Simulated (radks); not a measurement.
Coulomb parameter of the 5d shell of neutral tungsten in the model configuration [Xe] 4f14 5d5 6s1, as a second difference U = [E(n + 0.5) + E(n - 0.5) - 2 E(n)] / (0.5)^2 with all orbitals relaxed. "Bare": the charge of the atom changes with n. "Screened": the 6s shell takes up the change at fixed total charge, which measures U(5d,5d) + U(6s,6s) - 2 U(5d,6s). Calculated with a radial shooting solver on a logarithmic mesh with Libxc functionals: scalar-relativistic Kohn-Sham, PBE, spin-unpolarised, spherical densities, point nucleus.

[
 {"case": "start", "configuration": "[Xe] 4f14 5d5 6s1", "E - E(n) (eV)": "0.000"},
 {"case": "bare +0.5", "configuration": "[Xe] 4f14 5d5.5 6s1", "E - E(n) (eV)": "-0.816"},
 {"case": "bare -0.5", "configuration": "[Xe] 4f14 5d4.5 6s1", "E - E(n) (eV)": "2.619"},
 {"case": "screened +0.5", "configuration": "[Xe] 4f14 5d5.5 6s0.5", "E - E(n) (eV)": "0.974"},
 {"case": "screened -0.5", "configuration": "[Xe] 4f14 5d4.5 6s1.5", "E - E(n) (eV)": "-0.844"}
]

U(bare) = 7.211 eV, U(screened by 6s) = 0.520 eV, against the Slater integral F0(5d,5d) = 11.454 eV with frozen orbitals. The step up makes a negative ion, whose loosely bound charge lowers the bare value.
